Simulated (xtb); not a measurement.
C2H6Te, charge +1, doublet, at the geometry of the source list (a state made from the parent by changing its charge; the spin is typed, not shown lowest); GFN1-xTB (xtb).

xtb was given this input:
```
$ xtb mol.xyz --gfn 1 --chrg 1 --uhf 1 --json

# file mol.xyz
9

C      1.58710000    -0.09640000     0.02730000
Te     0.06580000     0.68660000    -1.30570000
C     -1.58550000     0.10180000    -0.03050000
H      2.04770000    -0.97560000    -0.40480000
H      2.34410000     0.65480000     0.20250000
H      1.12590000    -0.36030000     0.96760000
H     -1.21530000    -0.55540000     0.74240000
H     -2.32110000    -0.42430000    -0.62090000
H     -2.04860000     0.96880000     0.42210000
```

Question: What does xtb print? Leave out banner, timings and long lists.

Answer: 
```
   ID    Z sym.   atoms
    1    6 C      1, 3
    2   52 Te     2
    3    1 H      4-9

           -------------------------------------------------
          |                Calculation Setup                |
           -------------------------------------------------

           -------------------------------------------------
          |                 G F N 1 - x T B                 |
           -------------------------------------------------

          ...................................................
          :                      SETUP                      :
          :.................................................:
          :  # basis functions                  30          :
          :  # atomic orbitals                  29          :
          :  # shells                           19          :
          :  # electrons                        19          :
          :  # halogen bonds                     0          :
          :  max. iterations                   250          :
          :  Hamiltonian                  GFN1-xTB          :
          :  restarted?                      false          :
          :  GBSA solvation                  false          :
          :  PC potential                    false          :
          :  electronic temp.          300.0000000     K    :
          :  accuracy                    1.0000000          :
          :  -> integral cutoff          0.2500000E+02      :
          :  -> integral neglect         0.1000000E-07      :
          :  -> SCF convergence          0.1000000E-05 Eh   :
          :  -> wf. convergence          0.2000000E-04 e    :
          :  Broyden damping             0.4000000          :
          :  net charge                          1          :
          :  unpaired electrons                  1          :
          ...................................................

 iter      E             dE          RMSdq      gap      omega  full diag
   1    -10.8029798 -0.108030E+02  0.690E+00    4.04       0.0  T
   2    -10.8165310 -0.135511E-01  0.370E+00    4.51       1.0  T
   3    -10.7849560  0.315750E-01  0.289E+00    3.93       1.0  T
   4    -10.8298880 -0.449320E-01  0.395E-01    4.28       1.0  T
   5    -10.8305633 -0.675294E-03  0.573E-02    4.33       1.0  T
   6    -10.8305999 -0.366280E-04  0.386E-03    4.32       8.6  T
   7    -10.8306001 -0.192603E-06  0.656E-04    4.32      50.8  T
   8    -10.8306001 -0.177658E-08  0.184E-04    4.32     181.0  T
   9    -10.8306001 -0.112150E-09  0.531E-05    4.32     627.9  T

   *** convergence criteria satisfied after 9 iterations ***

         :::::::::::::::::::::::::::::::::::::::::::::::::::::
         ::                     SUMMARY                     ::
         :::::::::::::::::::::::::::::::::::::::::::::::::::::
         :: total energy             -10.716371121873 Eh    ::
         :: gradient norm              0.024625570273 Eh/a0 ::
         :: HOMO-LUMO gap              4.320357658744 eV    ::
         ::.................................................::
         :: SCC energy               -10.830600135528 Eh    ::
         :: -> electrostatic           0.124330124949 Eh    ::
         :: repulsion energy           0.116799356650 Eh    ::
         :: dispersion energy         -0.002570342995 Eh    ::
         :: halogen bond corr.         0.000000000000 Eh    ::
         :: add. restraining           0.000000000000 Eh    ::
         :: total charge               1.000000000000 e     ::
         :::::::::::::::::::::::::::::::::::::::::::::::::::::

           -------------------------------------------------
          |                Property Printout                |
           -------------------------------------------------

    * Orbital Energies and Occupations

         #    Occupation            Energy/Eh            Energy/eV
      -------------------------------------------------------------
         1        2.0000           -1.4118278             -38.4178
         2        2.0000           -0.8464020             -23.0318
         3        2.0000           -0.8423986             -22.9228
         4        2.0000           -0.7491261             -20.3848
         5        2.0000           -0.7460216             -20.3003
         6        2.0000           -0.7393023             -20.1174
         7        2.0000           -0.7340905             -19.9756
         8        2.0000           -0.7103388             -19.3293
         9        2.0000           -0.7022255             -19.1085
        10        1.0000           -0.6483414             -17.6423 (HOMO)
        11                         -0.4895712             -13.3219 (LUMO)
        12                         -0.4485577             -12.2059
        13                         -0.3193432              -8.6898
        14                         -0.3113594              -8.4725
        15                         -0.2946584              -8.0181
        16                         -0.2935992              -7.9892
        17                         -0.2887556              -7.8574
        18                         -0.2466768              -6.7124
        19                         -0.2388303              -6.4989
        20                         -0.2205226              -6.0007
        21                         -0.2083008              -5.6682
       ...                                ...                  ...
        29                          0.2620619               7.1311
      -------------------------------------------------------------
                  HL-Gap            0.1587702 Eh            4.3204 eV
             Fermi-level           -0.6221199 Eh          -16.9287 eV

  Mulliken/CM5 charges         n(s)   n(p)   n(d)
     1C    -0.04163 -0.20337   1.052  2.990  0.000
     2Te    0.46055  0.47437   1.992  3.568 -0.020
     3C    -0.04180 -0.20376   1.052  2.990  0.000
     4H     0.11308  0.16432   0.887  0.000  0.000
     5H     0.11083  0.16231   0.889  0.000  0.000
     6H     0.08732  0.13945   0.913  0.000  0.000
     7H     0.08764  0.13979   0.912  0.000  0.000
     8H     0.11031  0.16196   0.890  0.000  0.000
     9H     0.11368  0.16493   0.886  0.000  0.000

Wiberg/Mayer (AO) data.
largest (>0.10) Wiberg bond orders for each atom

 ---------------------------------------------------------------------------
     #   Z sym  total        # sym  WBO       # sym  WBO       # sym  WBO
 ---------------------------------------------------------------------------
     1   6 C    3.939 --     2 Te   1.013     6 H    0.985     5 H    0.960
                             4 H    0.950
     2  52 Te   2.118 --     3 C    1.014     1 C    1.013
     3   6 C    3.939 --     2 Te   1.014     7 H    0.985     8 H    0.960
                             9 H    0.950
     4   1 H    0.986 --     1 C    0.950
     5   1 H    0.987 --     1 C    0.960
     6   1 H    0.991 --     1 C    0.985
     7   1 H    0.991 --     3 C    0.985
     8   1 H    0.987 --     3 C    0.960
     9   1 H    0.986 --     3 C    0.950
 ---------------------------------------------------------------------------

Topologies differ in total number of bonds
Writing topology from bond orders to xtbtopo.mol

 dipole moment from electron density (au)
     X       Y       Z
   0.0495   0.5455  -1.0415  total (Debye):    2.991

           -------------------------------------------------
          | TOTAL ENERGY              -10.716371121873 Eh   |
          | GRADIENT NORM               0.024625570273 Eh/α |
          | HOMO-LUMO GAP               4.320357658744 eV   |
           -------------------------------------------------

normal termination of xtb
```
